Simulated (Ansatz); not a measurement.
`B[SiH2][SiH3]` + HI → `[SiH3][SiH2]I` + BH₃  (cleavage of the Si–B bond)

Isolated molecules relaxed with PBE0-D4/def2-TZVP in Ansatz; ΔE leaves out vibrations. CCSD(T)/CBS is the MP2 limit (def2-TZVPP, def2-QZVPP) plus CCSD(T) − MP2 in def2-TZVPP, frozen cores. This one scheme is used for every species. def2 core potentials past Kr. For I outer-core shells are correlated without core-valence functions, which leaves a few kJ/mol of doubt a bond.

| species | CCSD(T)/CBS(def2) energy (Eh) |
| --- | --- |
| `B[SiH2][SiH3]` | -607.10947 |
| HI | -298.03592 |
| `[SiH3][SiH2]I` | -878.63094 |
| BH₃ | -26.55200 |

Problem. Work out ΔE.

Solution. ΔE = (-878.63094) + (-26.55200) − (-607.10947) − (-298.03592) = -0.03755 Eh = -1.02 eV.

Largest T1 diagnostic among the species: 0.014.

At CCSD(T), def2-SVP lies +0.19 eV from the extrapolated value and def2-TZVPP +0.10 eV. Leaving LDA and LC-ωPBE aside and taking each functional with its dispersion term where it has one, the values, not all of them listed here, spread over 0.26 eV, from BHLYP-D4 to B97M-V. LDA lies +0.08 eV from PBE without D4.
